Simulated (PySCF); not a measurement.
Sb(Br)2(Me) (CH3Br2Sb), SMILES [CH3][Sb]([Br])[Br]. Atoms are numbered in the order given.

```xyz
7

Sb     0.4593    -0.7422     0.0000
Br    -0.1342     0.7716     1.9392
Br    -0.1342     0.7716    -1.9392
C     -1.4541    -1.7402     0.0000
H     -1.5293    -2.3659     0.9013
H     -2.2496    -0.9836     0.0000
H     -1.5293    -2.3659    -0.9013
```
Charge 0, spin multiplicity 1.

The structure is a stationary point at PBE0-D3(BJ)/def2-SVP. The structure was generated by enumeration; whether it is a known compound was not checked. The def2 effective core potentials stand for the cores of Sb; spin–orbit coupling is left out.

These are PBE/def2-TZVP run with PySCF values and carry that method's errors.

ESP charges are fitted to the potential on shells at 1.4 to 2.0 van der Waals radii. Atomic charges (e):

```csv
atom,ESP fit,Löwdin
Sb1,___,0.27
Br2,___,-0.04
Br3,___,-0.04
C4,___,-0.55
H5,___,0.12
H6,___,0.12
H7,___,0.12
```

Q: Fill in the missing entries. (Estimate from the structure and the level; the computed values follow.)

A: 
- Sb1, ESP fit: 0.29
- Br2, ESP fit: -0.16
- Br3, ESP fit: -0.16
- C4, ESP fit: -0.30
- H5, ESP fit: 0.12
- H6, ESP fit: 0.09
- H7, ESP fit: 0.12
